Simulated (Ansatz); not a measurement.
`[SiH3][AsH2]` + `[NH2][AlH2]` → `[AlH2][NH][SiH3]` + `[AsH3]` at 298.15 K and 1 bar (cleavage of the Si–As bond).

Isolated molecules relaxed with PBE0-D4/def2-TZVP in Ansatz; ΔE leaves out vibrations. CCSD(T)/CBS adds triple-zeta CCSD(T) − MP2 to the extrapolated MP2 energy (def2 sets, frozen cores). This one scheme is used for every species. For As outer-core shells are correlated without core-valence functions, which leaves a few kJ/mol of doubt a bond. Scalar relativity is left out up to krypton.

```csv
species,CCSD(T)/CBS energy (Eh),H − E (kJ/mol),S (J/(mol·K))
`[SiH3][AsH2]`,-2527.08228,120.7,293.4
`[NH2][AlH2]`,-299.14566,115.0,251.7
`[AlH2][NH][SiH3]`,-589.44550,161.8,314.0
`[AsH3]`,-2236.79077,67.8,222.9
```

H − E and S are ideal-gas, rigid-rotor, harmonic terms from PBE0-D4/def2-TZVP. 1 Eh = 2625.50 kJ/mol, R = 8.31446 J/(mol·K).

**Question.** By hand: ΔE, ΔH, ΔS and ΔG.

**Answer.** ΔE = (-589.44550) + (-2236.79077) − (-2527.08228) − (-299.14566) = -0.00833 Eh = -21.9 kJ/mol. Δ(H − E) = 161.8 + 67.8 − 120.7 − 115.0 = -6.1, so ΔH = -28.0 kJ/mol. ΔS = 314.0 + 222.9 − 293.4 − 251.7 = -8.2 J/(mol·K). ΔG = -28.0 − 298.15 × (-8.2)/1000 = -25.6 kJ/mol.

**Question.** By hand: the equilibrium constant, and the temperature at which ΔG would vanish if ΔH and ΔS stayed fixed.

**Answer.** log₁₀ K = −ΔG/(RT ln 10) = 4.5. ΔG = 0 at ΔH/ΔS = 3415 K, far beyond where these terms or the molecules hold.

The number of gas molecules stays the same, so ΔS is small and ΔH decides. A doubt of 5 kJ/mol in ΔE shifts log₁₀ K by 0.9 here. These are equilibria of isolated gas molecules and say nothing of rates. Largest T1 diagnostic: 0.011 (customary marks: 0.02 for closed shells, 0.045 for open ones).
